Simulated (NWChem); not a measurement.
BeSiH4; SMILES [BeH][SiH3]

```xyz
6

Be    -0.0002    -1.6635     0.0062
H     -0.0014    -3.0035     0.0095
Si    -0.0018     0.5297     0.0010
H      1.1720     1.0956    -0.7433
H      0.0530     1.0966     1.3895
H     -1.2347     1.0898    -0.6460
```
Atoms are numbered in this order, from 1.

The geometry was optimised at PBE0/def2-SVP. B3LYP is NWChem's, with the RPA form of VWN correlation.

Task: List the 4 lowest vertical singlet excitations from B3LYP/def2-SVP, TDA (NWChem).

Result: 
```json
[
 {"state": "S1", "energy (eV)": "5.06", "oscillator strength": "0.016", "leading excitation (squared amplitude)": "HOMO → LUMO (0.95)"},
 {"state": "S2", "energy (eV)": "5.06", "oscillator strength": "0.016", "leading excitation (squared amplitude)": "HOMO → LUMO+1 (0.95)"},
 {"state": "S3", "energy (eV)": "6.72", "oscillator strength": "0.000", "leading excitation (squared amplitude)": "HOMO−1 → LUMO (0.50)"},
 {"state": "S4", "energy (eV)": "6.89", "oscillator strength": "0.000", "leading excitation (squared amplitude)": "HOMO−2 → LUMO (0.43)"}
]
```
